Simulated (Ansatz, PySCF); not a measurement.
Reaction R1 + R2 → 2 P1, each structure at its B3LYP-D3(BJ)/def2-TZVP stationary point, reached from a drawn start (curvature not checked).
P1, NO (SMILES [N]=O) (charge 0, multiplicity 2):
| atom | x (Å) | y (Å) | z (Å) |
|---|---|---|---|
| N | 0.0000 | 0.0000 | -0.5725 |
| O | 0.0000 | 0.0000 | 0.5725 |
R1: N2 (SMILES N#N), charge 0, multiplicity 1.
R2: O2 (SMILES O=O), charge 0, multiplicity 3.

P less R. No zero-point or thermal terms; singlets are restricted closed shells; open shells are unrestricted; no spin–orbit coupling.

Correlated levels freeze the cores. CBS(a, b) extrapolates the correlation energy as X⁻³ and adds the Hartree–Fock energy of set b.

Codes used: Ansatz (a quantum-chemistry and plane-wave program); PySCF for the D3/D4 terms. Each number belongs to the level named beside it.

PBE/def2-TZVPP gives 43.07 kcal/mol for the reaction energy.

### Question
Predict the shift from PBE, with its sign, for: PBE-D3(BJ)/def2-TZVPP, r2SCAN/def2-TZVPP, B3LYP/def2-TZVPP, wB97M-V/def2-TZVPP, B2PLYP/def2-TZVPP, MP2/CBS(cc-pVTZ, cc-pVQZ), CCSD(T)/cc-pVQZ.

### Answer
PBE-D3(BJ)/def2-TZVPP 0.02; r2SCAN/def2-TZVPP 2.27; B3LYP/def2-TZVPP -0.05; wB97M-V/def2-TZVPP 0.95; B2PLYP/def2-TZVPP 1.19; MP2/CBS(cc-pVTZ, cc-pVQZ) 6.76; CCSD(T)/cc-pVQZ 0.43 kcal/mol. 6 of 7 lie above PBE; the widest gap is to MP2/CBS(cc-pVTZ, cc-pVQZ).
